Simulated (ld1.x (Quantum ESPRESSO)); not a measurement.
Results of a calculation; reference values are marked as such.
Potentials for phosphorus (P) compared

Generated with ld1.x 7.5 (TM, RRKJ, ultrasoft, PAW), atompaw 4.2 or ONCVPSP 4.0.1. The cutoff is in Ry: for ld1.x and atompaw files where the sum of valence levels is converged to 10 mRy in a Bessel basis, for ONCV files where the hardest occupied wave has 1 mHa per electron of residual kinetic energy. The error is the largest all-electron minus pseudo excitation energy over each file’s own four to seven test configurations (ionisations up to +4, promotions, holes and added fractions of an electron), all of which were solved. The labels leave out finer settings (local radius, basis sizes, second energies), which also bear on the numbers. Spin-polarised tests are not counted. The rows are a selection from randomly drawn settings: files with unsolved tests, undetermined cutoffs or missed reference levels are left out.

```csv
potential,cutoff (Ry),largest error (meV),bound ghosts
"TM, PBE, non-relativistic, rc 1.25/1.60 (sp), local s, core correction yes, reference 3s2 3p2",45,+187,none
"TM, PBE, non-relativistic, rc 1.50/1.60 (sp), local s, core correction no, reference 3s2 3p1",30,+145,none
"TM, BLYP, scalar-relativistic, rc 1.30/1.70/1.45 (spd), local d, core correction yes, reference 3s2 3p0",35,+158,none
"PAW, LDA (PZ), scalar-relativistic, rc 1.50/1.70 (sp), local smoothed, core correction yes, reference 3s2 3p3",15,-166,none
"TM, LDA (PZ), scalar-relativistic, rc 1.40/1.75 (sp), local smoothed, core correction yes, reference 3s1.75 3p3.25",21,+198,none
"ultrasoft, PBE, scalar-relativistic, rc 1.35/1.60/1.80 (spd), local smoothed, core correction no, reference 3s2 3p3",18,-51,none
"TM, LDA (PZ), scalar-relativistic, rc 1.45/1.70 (sp), local smoothed, core correction no, reference 3s2 3p3",21,+161,none
"RRKJ, PBE, non-relativistic, rc 1.30/1.90/1.60 (spd), local s, core correction yes, reference 3s1.75 3p3.25",35,+236,none
```

(1) Fill in the row for P: TM semilocal, PBE, scalar-relativistic, rc 1.30/1.95/1.85 (spd), local s, core correction yes, reference 3s2 3p2.

## Answers

(1) cutoff 40 Ry, largest error +184 meV, bound ghosts: none.
